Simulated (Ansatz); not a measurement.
`C[SiH](Cl)[NH][AlH2]` + `C/N=C/[SeH]` → `C/N=C\[Se][AlH2]` + `C[SiH](N)Cl`  (ligand exchange at the Al–N bond)

Gas-phase electronic energies from Ansatz, PBE0-D4/def2-TZVP geometries. CCSD(T)/CBS is the MP2 limit (def2-TZVPP, def2-QZVPP) plus CCSD(T) − MP2 in def2-TZVPP, frozen cores. Double bonds are as drawn, so ΔE can hold a change between cis and trans. DFT in def2-TZVPP. B3LYP here is the variant with VWN-RPA as its local correlation; programs differ in this. For Se outer-core shells are correlated without core-valence functions, which leaves a few kJ/mol of doubt a bond. Scalar relativity is left out up to krypton. One conformer a species, not always the lowest.

Question: Is it downhill or uphill in electronic energy at CCSD(T)/CBS, and by how much? (Estimate.)

Answer: Ansatz gave: Downhill: ΔE = -17.4 kJ/mol.

Question: What do these levels give: r2SCAN-D4, PBE0-D4, PBE, r2SCAN, B3LYP, HF/def2-TZVPP, MP2/def2-TZVPP, SCS-MP2/def2-TZVPP, CCSD/def2-TZVPP, MP2/def2-QZVPP, HF/CBS(def2), CCSD/CBS(def2)? (Best estimate.)

Answer: Computed: r2SCAN-D4 -18.8, PBE0-D4 -21.9, PBE -21.6, r2SCAN -18.6, B3LYP -9.9, HF/def2-TZVPP -4.8, MP2/def2-TZVPP -13.8, SCS-MP2/def2-TZVPP -8.6, CCSD/def2-TZVPP -8.4, MP2/def2-QZVPP -16.6, HF/CBS(def2) -2.7, CCSD/CBS(def2) -14.6 kJ/mol.

Largest T1 diagnostic among the species: 0.013.

The D4 term adds −3.6 kJ/mol with B3LYP and −1.8 kJ/mol with PBE0; it sums over pairs of atoms, weighted by their polarisabilities, and B3LYP, whose exchange is more repulsive, gets the larger term. In def2-TZVPP, CCSD(T) changes the Hartree–Fock value by −6.5 kJ/mol (the triples alone add −2.8 kJ/mol) and MP2 by −9.0 kJ/mol.
